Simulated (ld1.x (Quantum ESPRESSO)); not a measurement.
# Ranking TM potentials for phosphorus (P)

All share these settings but for the change named:

```json
{"Element": "P", "Generator": "ld1.x (Quantum ESPRESSO) 7.5", "Type": "norm-conserving Troullier–Martins (Kleinman–Bylander form)", "Functional": "PBEsol", "Relativity": "scalar-relativistic", "Frozen core": "[Ne]", "Valence charge": "5", "Reference configuration": "3s1.5 3p3.5", "Partial waves": "3s (bound): rc 1.70 bohr; 3p (bound): rc 1.40 bohr; 3d channel at 0.2 Ry: rc 1.45 bohr", "Local potential": "all-electron potential smoothed inside 1.40 bohr (lloc = -1)", "Core correction": "a·sin(br)/r model core inside 0.80 bohr"}
```

Test errors are all-electron minus pseudo excitation energies from the reference, over 3s2 3p3; 3s2 3p2; 3s2 3p1; 3s2 3p3.3; 3s1 3p0; 3s1 3p4; 3s1 3p3. None of these files shows a bound ghost.

The base gives 178.4 meV.

Of 11 variants that were run, those that failed, showed a ghost or another fault, or gave nearly equal values are left out.

A variant can come out equal or close to the base, since the largest error may sit in a test that the change hardly touches while other tests move.

Rank these variants by their largest absolute test error, smallest first.
A. all radii but the core radius scaled by about 0.80 (s 1.36, p 1.12, d 1.16 bohr); local potential all-electron potential smoothed inside 1.12 bohr (lloc = -1)
B. wave 3d channel at 0.2 Ry: rc 1.45 bohr becomes 3d channel at -0.09 Ry: rc 1.45 bohr
C. local potential the s channel
D. wave 3s (bound): rc 1.70 bohr becomes 3s (bound): rc 2.16 bohr

C (130.1 meV), B (178.4 meV), A (202.4 meV), D (267.7 meV).
